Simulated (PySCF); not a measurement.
Cards and structures have been mixed up. Pair them.

Structures:
1. `C#C[Si@@](F)(CC)[SiH2]O`
2. `N#CC1=C(Cl)SC(=S)S1`
3. `C(CF)CCl`
4. `[SiH3]N[C@@H]1C=C(Cl)C1`

Card P (geometry GFN2-xTB):
- Rotational constants A, B, C: 7.724, 0.666, 0.642 GHz
- Static isotropic polarisability (PBE0/def2-SVPD): 95.0 au
- Point group: C1
- 13C chemical shifts (computed TMS as zero) by class (GIAO PBE0/pcSseg-1): 148.7 (1 C), 144.3 (1 C), 53.8 (1 C), 53.7 (1 C) ppm
- Lowest triplet excitation (Tamm–Dancoff) (TDA PBE0/def2-SVPD): 4.16 eV
- Lowest singlet excitation (TDDFT PBE0/def2-SVPD): 5.32 eV (233 nm, f = 0.013)

Card Q (geometry GFN2-xTB):
* Rotational constants A, B, C: 1.528, 0.648, 0.455 GHz
* Static isotropic polarisability (PBE0/def2-SVPD): 131.4 au
* Dipole moment (PBE0/def2-SVPD): 2.02 D
* Point group: Cs
* Lowest singlet excitation (TDDFT PBE0/def2-SVPD): 3.00 eV (414 nm, f = 0.000)

Card R (geometry GFN2-xTB):
* Rotational constants A, B, C: 1.468, 1.070, 0.789 GHz
* Static isotropic polarisability (CAM-B3LYP/def2-SVPD): 101.0 au
* Isotropic shieldings of nuclei other than C and H, by class (GIAO PBE0/pcSseg-1): 342 (1 O), 384 (1 F), 345 (1 Si), 384 (1 Si) ppm
* Strongest line among the 8 lowest singlet transitions (TDDFT CAM-B3LYP/def2-SVPD): S8 at 7.56 eV (164 nm, f = 0.116)
* HOMO energy (CAM-B3LYP/def2-SVPD): -9.08 eV
* Lowest triplet excitation (Tamm–Dancoff) (TDA CAM-B3LYP/def2-SVPD): 4.88 eV

Card S (geometry GFN2-xTB):
- Rotational constants A, B, C: 8.095, 1.948, 1.841 GHz
- Static isotropic polarisability (PBE0/def2-SVPD): 52.6 au
- Strongest line among the 6 lowest singlet transitions (TDDFT PBE0/def2-SVPD): S4 at 8.20 eV (151 nm, f = 0.032)
- Dipole moment (PBE0/def2-SVPD): 2.00 D
- Lowest triplet excitation (Tamm–Dancoff) (TDA PBE0/def2-SVPD): 6.71 eV
- Lowest singlet excitation (TDDFT PBE0/def2-SVPD): 7.41 eV (167 nm, f = 0.003)
- Isotropic shieldings of nuclei other than C and H, by class (GIAO PBE0/pcSseg-1): 427 (1 F), 879 (1 Cl) ppm

Each SMILES stands for a single optimised conformer of the isolated species, non-relativistic unless stated; the electronic structure was computed with PySCF and density fitting. NMR classes are plain means over equivalent atoms (diastereotopic ones count apart unless rotation or inversion swaps them), as if these changed places fast.

Q: Which card belongs to which structure?

A: P = 4, Q = 2, R = 1, S = 3. What ties each card to its structure:
- 1 (card R), C4H9FOSi2, monoisotopic mass 148.0 u, 8 heavy atoms: an asymmetric top with C = 0.789 GHz; polarisability 101.0 au for 78 electrons.
- 2 (card Q), C4ClNS3, monoisotopic mass 192.9 u, 9 heavy atoms: point group Cs; an asymmetric top with C = 0.455 GHz, the lowest such constant on the cards; polarisability 131.4 au for 96 electrons; dipole 2.02 D.
- 3 (card S), C3H6ClF, monoisotopic mass 96.0 u, 5 heavy atoms: an asymmetric top with C = 1.841 GHz, the highest such constant on the cards; polarisability 52.6 au for 50 electrons; dipole 2.00 D.
- 4 (card P), C4H8ClNSi, monoisotopic mass 133.0 u, 7 heavy atoms: 4 C in 4 classes; the least shielded carbon (148.7 ppm) is a vinylic C–Cl carbon; an asymmetric top with C = 0.642 GHz; polarisability 95.0 au for 70 electrons.
